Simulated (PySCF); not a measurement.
**[C2H9BN]-: core ionisation energies**

C2H9BN (charge -1).
Z-matrix (Å and degrees, PBE0-D3(BJ)/def2-SVP geometry), rows numbered from 1:
```
C 
B   1  1.6394
N   2  1.5485  1  110.07
C   3  1.4280  2  115.00  1   175.60
H   1  1.1068  2  112.25  3   178.63
H   1  1.1084  2  112.14  3    58.04
H   1  1.1112  2  112.62  3   -61.71
H   2  1.2782  1  109.22  3   123.32
H   2  1.2602  1  110.07  3  -119.65
H   3  1.0204  2  108.85  1    53.67
H   4  1.1237  3  115.87  2   -56.47
H   4  1.1068  3  109.54  2    61.87
H   4  1.1130  3  112.99  2  -179.59
```

Method used: PySCF, delta-SCF UKS SCAN, pcX-2 on the ionised atom, pcseg-1 elsewhere, spin-free X2C. Vertical ΔSCF values, vacuum level as zero.

Task: What binding energy does each computed site have?

Result: 
```
atom(s)                environment  level  binding energy (eV)  above the level's lowest (eV)  count
     B2      four-coordinate boron   B 1s               188.01                           0.00      1
     C1  sp3 carbon bound to boron   C 1s               284.32                           0.00      1
     C4            N-methyl carbon   C 1s               286.41                          +2.09      1
     N3       boron-bound nitrogen   N 1s               398.36                           0.00      1
```

Lowest listed C 1s: C1, bonded to 3 H and B. Highest, 2.09 eV above it: C4, bonded to N and 3 H.

Task: What is the longest wavelength that can ionise N 1s of N3 vertically?

Result: λ = hc/E = 12398.42 eV Å / 398.36 eV = 31.124 Å.

The species carries charge -1, so core ionisation leaves a neutral species. The basis sets have no added diffuse functions. One conformer (not necessarily the lowest) at the PBE0-D3(BJ)/def2-SVP geometry, without solvent, vibrations or thermal averaging. The geometry's basis has no diffuse functions, a weakness for an anion.
